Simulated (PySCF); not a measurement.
**Trend along the alkali metals: MGe cations**

HF with double-zeta basis sets in PySCF, for the lowest determinant that a PBE0 search found; no spin–orbit coupling. De refers to high-spin ground-configuration atoms (the charge goes to the atom of lower measured ionisation energy or higher electron affinity, which is not always the lowest computed limit). A positive dipole points towards Ge; it is taken about the centre of mass and depends on that origin.

```
 M          basis  reference  charged atom  state (unpaired electrons)  Re (Å)  ωe (cm⁻¹)  De (eV)   μ (D)
Li  jorge-DZP-DKH        UHF           Li+          triplet (σ ↑, π ↑)   2.923        228     0.76   -9.66
Na      def2-SVPD        UHF           Na+          triplet (σ ↑, π ↑)   3.312        110     0.46   -9.45
 K     x2c-SVPall        UHF            K+          triplet (σ ↑, π ↑)   3.900       65.2     0.25  -10.50
Rb       def2-SVP        UHF           Rb+          triplet (σ ↑, π ↑)   4.093       47.6     0.20   -7.62
```

The shortest bond is that of LiGe⁺ (2.923 Å), the longest that of RbGe⁺ (4.093 Å).

The rows differ in basis set, which adds steps of its own.

Down a group the atoms grow and get heavier, so bonds lengthen and wavenumbers fall; this series shows no clear exception.

Spin–orbit coupling is left out. For an ion De counts to the pair picked by the measured ionisation energies or electron affinities, which need not be the lowest pair at this level. Hartree–Fock leaves out correlation, which carries a large part of most bond energies and some tenths to 1 eV of ionisation energies. States were picked by a PBE0 search and need not be the measured ground states.
